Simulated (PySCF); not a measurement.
Species: C3H7BS2.
SMILES: `CB1SCCS1`

The closed-shell ground state was solved at several levels (PySCF, density fitting, gas phase, non-relativistic). One conformer (not necessarily the lowest) at the PBE0-D3(BJ)/def2-SVP geometry, without solvent, vibrations or thermal averaging.

```json
{"level": "wB97X-D/pcSseg-1", "basis functions": "151", "total energy (Eh)": "-939.7359", "HOMO (eV)": "-8.70", "LUMO (eV)": "1.36", "gap (eV)": "10.06", "dipole (D)": "1.44"}
{"level": "PBE0/6-31G*", "basis functions": "106", "total energy (Eh)": "-939.3477", "HOMO (eV)": "-6.69", "LUMO (eV)": "-0.19", "gap (eV)": "6.50", "dipole (D)": "1.47"}
{"level": "BP86/pcSseg-1", "basis functions": "151", "total energy (Eh)": "-939.8727", "HOMO (eV)": "-5.81", "LUMO (eV)": "-1.35", "gap (eV)": "4.46", "dipole (D)": "1.46"}
{"level": "CAM-B3LYP/pcSseg-1", "basis functions": "151", "total energy (Eh)": "-939.7186", "HOMO (eV)": "-8.11", "LUMO (eV)": "0.75", "gap (eV)": "8.86", "dipole (D)": "1.42"}
{"level": "PBE0/pcSseg-1", "basis functions": "151", "total energy (Eh)": "-939.3319", "HOMO (eV)": "-6.86", "LUMO (eV)": "-0.40", "gap (eV)": "6.46", "dipole (D)": "1.46"}
{"level": "BLYP/pcSseg-1", "basis functions": "151", "total energy (Eh)": "-939.7031", "HOMO (eV)": "-5.52", "LUMO (eV)": "-1.06", "gap (eV)": "4.46", "dipole (D)": "1.43"}
```

**Question.** Estimate the row for OPBE/pcSseg-1, a basis of 151 functions; the other rows only guide the guess.

**Answer.** Total energy -939.6791 Eh, HOMO -5.72 eV, LUMO -1.21 eV, gap 4.51 eV, dipole 1.45 D.

**Question.** How far do the dipole and the HOMO energy spread over the levels?

**Answer.** The dipole runs from 1.42 to 1.47 D (mean 1.45 D) and the HOMO from -8.70 to -5.52 eV.

wB97X-D is run here without its empirical dispersion term; that term would change no orbital, density or response property at a fixed geometry.
